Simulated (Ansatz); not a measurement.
Harmonic frequencies (cm⁻¹) at PBE0-D4/def2-TZVP from Ansatz: 354, 445, 672, 797, 803, 1186, 1499, 2016, 3012.

**Question.** Which molecule is it?
A. `[CH]1=[N][AlH]1`
B. `BC(F)Br`
C. `N#[C][AlH2]`
D. `C1OCO1`

**Answer.** A.
